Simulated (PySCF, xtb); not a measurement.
GeSe, SMILES [Ge]=[Se] (connectivity only; charge and spin as stated), neutral, multiplicity 1.

Harmonic wavenumbers (cm⁻¹) from GFN2-xTB run with xtb at its own minimum, in rising order: 415.

**Question.** What does PySCF 2.14.0 with PBE0-D3(BJ)/def2-TZVP give at its own minimum? (An estimate is asked for; the answer gives what the named calculation found.)

**Answer.** 419. Paired by order, the mean absolute difference is 5 cm⁻¹ and the zero-point energies are 0.6 and 0.6 kcal/mol.
